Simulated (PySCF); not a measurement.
From one molecule to another.

First species: C₄H₈O₄Si.
InChI=1S/C4H8O4Si/c1-2-7-3(5)4(6)8-9/h2H2,1,9H3

Second species: C6H10OSi2.
SMILES with atom numbers: `[CH:1]#[C:2][Si@@H:3]([CH:4]=[CH2:5])[C:6](=[CH2:7])[O:8][SiH3:9]` (hydrogens: H10 on C1; H11 on Si3; H12 on C4; H13, H14 on C5; H15, H16 on C7; H17, H18, H19 on Si9)

Geometry (GFN2-xTB, Å), atoms numbered from 1 in this order:
```
atom  x, y, z in Å
C1    -2.9522   -2.5306    0.2884
C2    -2.2117   -1.6622   -0.0890
Si3   -1.0888   -0.3062   -0.6667
C4    -1.6945    1.3340    0.0455
C5    -1.4241    2.5178   -0.4819
C6     0.6488   -0.6500    0.0224
C7     1.0155   -1.7013    0.7417
O8     1.4966    0.3562   -0.3204
Si9    3.0434    0.6970    0.0319
H10   -3.5960   -3.2943    0.6199
H11   -1.0449   -0.2731   -2.1354
H12   -2.2761    1.2975    0.9599
H13   -0.8496    2.6181   -1.3888
H14   -1.7589    3.4430   -0.0364
H15    0.3021   -2.4680    0.9800
H16    2.0245   -1.8240    1.1034
H17    3.2389    0.8317    1.4769
H18    3.1677    1.9591   -0.6819
H19    3.9494   -0.3355   -0.4770
```

Levels: PBE0/pcSseg-1 for dipole moment, HOMO energy, LUMO energy and HOMO–LUMO gap; GFN2-xTB for rotational constant A and rotational constant C. Geometries: GFN2-xTB. All species are isolated and taken at one optimised geometry, non-relativistic unless stated; the electronic structure was computed with PySCF and density fitting.

Dipoles, sizes and rotational constants follow the conformer. The torsions of the flexible species, by atom-mapped SMILES:
- `[CH3:1][CH2:2][O:3][C:4](=[O:5])[C:6](=[O:7])[O:8][SiH3:9]`: C1–C2–O3–C4 -83°, C2–O3–C4–O5 -1°, O3–C4–C6–O7 7°, C4–C6–O8–Si9 -178°
- `[CH:1]#[C:2][Si@@H:3]([CH:4]=[CH2:5])[C:6](=[CH2:7])[O:8][SiH3:9]`: C2–Si3–C4–C5 -157°, C2–Si3–C6–C7 3°, Si3–C6–O8–Si9 175°

Values for the first species:

```
Dipole moment         : 0.54 D
HOMO energy           : -7.93 eV
LUMO energy           : -1.71 eV
HOMO–LUMO gap         : 6.22 eV
Rotational constant A : 4.120 GHz
Rotational constant C : 0.575 GHz
```

Estimate the same properties for the second species, and the change in each.

```json
{"property": "dipole moment", "first": "0.54 D", "second": "0.71 D", "second less first": "+0.17 D"}
{"property": "HOMO energy", "first": "-7.93 eV", "second": "-7.09 eV", "second less first": "+0.84 eV"}
{"property": "LUMO energy", "first": "-1.71 eV", "second": "-0.68 eV", "second less first": "+1.03 eV"}
{"property": "HOMO–LUMO gap", "first": "6.22 eV", "second": "6.41 eV", "second less first": "+0.19 eV"}
{"property": "rotational constant A", "first": "4.120 GHz", "second": "1.651 GHz", "second less first": "-2.469 GHz"}
{"property": "rotational constant C", "first": "0.575 GHz", "second": "0.531 GHz", "second less first": "-0.044 GHz"}
```

On the first: The dipole matches unit charges of opposite sign 0.11 Å apart (1 e·Å = 4.8032 D).

On the second: The dipole matches unit charges of opposite sign 0.15 Å apart (1 e·Å = 4.8032 D). GFN2-xTB frequencies show an imaginary mode (29i cm⁻¹), so this geometry is no minimum at that level.
